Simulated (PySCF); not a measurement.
ClH3OS2Si. Atoms are numbered in the order given.

```xyz
8

O     -0.2348     0.2070     1.8985
Si    -0.0336     0.0305     0.2650
S      0.1727     1.8448    -0.8442
S      1.7243    -1.1458     0.0228
Cl    -1.7495    -0.8336    -0.5227
H     -1.0832     0.5653     2.1918
H      1.3207     2.1946    -0.2154
H      1.4997    -1.8576     1.1533
```
Charge 0, spin multiplicity 1.

Geometry: B3LYP-D3(BJ)/def2-SVP. This is a generated structure with no PubChem entry under its InChIKey; it may be hypothetical. The values are those of a single conformer.

Computed with ωB97X/def2-TZVP (PySCF).

ESP charges are fitted to the potential on shells at 1.4 to 2.0 van der Waals radii. Atomic charges (e):

```tsv
atom	Löwdin	ESP fit
O1	-0.12	-0.60
Si2	___	0.28
S3	___	-0.22
S4	___	-0.25
Cl5	0.22	-0.11
H6	___	0.44
H7	0.06	0.21
H8	0.07	0.24
```

Q: Fill in the missing entries. (The exact figures need the calculation; the answer reports its results.)

A: 
- Si2, Löwdin: -0.74
- S3, Löwdin: 0.16
- S4, Löwdin: 0.17
- H6, Löwdin: 0.19

Q: Give the Mayer and Wiberg (Löwdin basis) orders of the bonds. (Estimate from the structure and the level; the computed values follow.)

A: 
| bond | Mayer | Wiberg |
|---|---|---|
| O1–Si2 | 1.22 | 1.69 |
| Si2–S3 | 1.19 | 1.63 |
| Si2–S4 | 1.20 | 1.64 |
| Si2–Cl5 | 1.16 | 1.77 |
| O1–H6 | 0.86 | 1.01 |
| S3–H7 | 0.94 | 1.00 |
| S4–H8 | 0.94 | 1.00 |
